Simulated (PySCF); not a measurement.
H4N2Sn, neutral, multiplicity 1. Atoms are numbered in the order given.

```xyz
7

Sn     0.0000     0.0000    -0.3931
N      0.0000     1.4975     1.0068
H      0.0000     2.4838     0.7623
H      0.0000     1.3745     2.0168
N      0.0000    -1.4975     1.0068
H      0.0000    -1.3745     2.0168
H      0.0000    -2.4838     0.7623
```

Geometry: B3LYP-D3(BJ)/def2-SVP. The def2 effective core potentials stand for the cores of Sn; spin–orbit coupling is left out. The values are those of a single conformer.

The numbers are results of TDDFT-PBE0/def2-SVPD (PySCF), not measurements.

Vertical excitations. The molecule is in vacuum. State labels are in the subgroup C2v.

**Question.** Estimate the UV-visible absorptions. (Estimate from the structure and the level; the computed values follow.)

**Answer.** 
| state | symmetry | energy (eV) | λ (nm) | f | main pairs |
|---|---|---|---|---|---|
| S1 | B2 | 4.54 | 273 | 0.041 | HOMO→LUMO 96 % |
| S2 | B1 | 4.84 | 256 | 0.091 | HOMO−1→LUMO 98 % |
| S3 | A1 | 5.41 | 229 | 0.045 | HOMO−2→LUMO 95 % |
| S4 | B1 | 5.45 | 227 | 0.031 | HOMO→LUMO+1 98 % |
| S5 | A2 | 5.88 | 211 | 0.000 | HOMO→LUMO+2 90 % |
| S6 | A2 | 6.34 | 196 | 0.000 | HOMO−2→LUMO+1 92 % |
| S7 | B2 | 6.43 | 193 | 0.438 | HOMO−1→LUMO+1 95 % |
| S8 | A2 | 6.72 | 184 | 0.000 | HOMO→LUMO+3 94 % |
| S9 | A1 | 6.73 | 184 | 0.037 | HOMO−1→LUMO+2 96 % |
| S10 | B1 | 6.87 | 180 | 0.121 | HOMO−2→LUMO+2 93 % |
| T1 | B1 | 3.43 | 361 | 0 | HOMO−1→LUMO 99 % |
| T2 | B2 | 3.52 | 352 | 0 | HOMO→LUMO 98 % |
| T3 | A1 | 4.24 | 293 | 0 | HOMO−2→LUMO 98 % |
| T4 | B2 | 4.99 | 248 | 0 | HOMO−1→LUMO+1 97 % |
Triplets are in the Tamm–Dancoff approximation, which puts them higher than full response would, so one can lie above its singlet here.
